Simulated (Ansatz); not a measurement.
CH3BSe, SMILES `B1C[Se]1`, relaxed with RKS PBE-D4/def2-SVP in the Gaussian-basis code of Ansatz from a rough embedded geometry. The force threshold is 0.03 eV/Å; the program also tests the step.

Charge 0, multiplicity 1.

Start:

```xyz
6

B    -0.542    0.495    0.643
C     0.196   -0.423   -0.382
Se    0.140    1.238   -1.130
H    -0.566    0.614    1.801
H     1.219   -0.739   -0.045
H    -0.447   -1.186   -0.888
```

By how much does the energy fall, and how many steps does the optimiser take? (Estimate.)

The calculation gave: 89.09 kJ/mol, in 5 steps.

Which bonds change most? (Best estimate.)

Ansatz gave: C2–Se3 from 1.822 to 2.048 Å; B1–Se3 from 2.040 to 1.895 Å; B1–H4 from 1.164 to 1.204 Å; B1–C2 from 1.562 to 1.539 Å.

Give the relaxed structure. (An estimate is asked.)

Ansatz gave: 
```xyz
6

B    -0.343    0.519    0.648
C     0.229   -0.536   -0.315
Se    0.045    1.390   -0.989
H    -0.783    0.756    1.744
H     1.277   -0.878   -0.243
H    -0.425   -1.251   -0.845
```
